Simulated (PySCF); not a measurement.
B(Me)(OMe)(NH2) (C2H8BNO), SMILES COB(C)N.

Geometry: B3LYP-D3(BJ)/def2-SVP. The structure was generated by enumeration, and PubChem lists no compound with its InChIKey, so it may never have been made. The values are those of a single conformer.

Two levels are set side by side: TDDFT-PBE/def2-SVPD (PySCF) and TDDFT-ωB97X/def2-SVPD (PySCF). Vertical, same geometry. The lowest singlet is HOMO→LUMO 100 % with PBE and HOMO→LUMO 83 % with the other functional; states are paired by order. Differences are taken from unrounded values.

```json
[
 {"quantity": "lowest singlet excitation (eV)", "TDDFT-ωB97X": "7.31"},
 {"quantity": "lowest triplet excitation (TDA) (eV)", "TDDFT-ωB97X": "7.19"},
 {"quantity": "first bright state (f over 0.05) (eV)", "TDDFT-ωB97X": "7.31"},
 {"quantity": "its oscillator strength", "TDDFT-ωB97X": "0.05"}
]
```

What does TDDFT-PBE give, and how far is it from TDDFT-ωB97X? (Estimate from the structure and the level; the computed values follow.)


```
quantity                               TDDFT-PBE  TDDFT-PBE minus TDDFT-ωB97X
-------------------------------------  ---------  ---------------------------
lowest singlet excitation (eV)              5.93                        -1.38
lowest triplet excitation (TDA) (eV)        5.77                        -1.41
first bright state (f over 0.05) (eV)       7.77                         0.46
its oscillator strength                     0.12                         0.07
```

Functionals without exact exchange tend to place singlet excitations lower, as here. Differences between two approximate levels are no errors against the true value.

Rough cost on one machine, each run with all the roots and properties that it gave: TDDFT-ωB97X against TDDFT-PBE about 8 times.
